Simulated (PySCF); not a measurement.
C4H3BrClF, SMILES C=C(F)/C(Br)=C/Cl.

The structure is a stationary point at B3LYP-D3(BJ)/def2-SVP. The structure was generated by enumeration; whether it is a known compound was not checked. One conformer was computed; it need not be the lowest.

These are PBE/def2-TZVP (PySCF) values and carry that method's errors.

| Quantity | Result |
|---|---|
| total energy | -3287.63557 hartree |
| point group | Cs |
| highest occupied level | -6.06 eV |
| lowest empty level | -2.49 eV |
| orbital gap | 3.57 eV |
| dipole moment | 0.70 D |
| quadrupole, principal values (traceless, Buckingham form, about the centre of nuclear charge) | -4.22, -0.24, 4.47 D·Å |
| mean static polarisability | 86.9 bohr³ (12.88 Å³) |
| polarisability, principal values | 48.5, 83.3, 128.8 bohr³ |
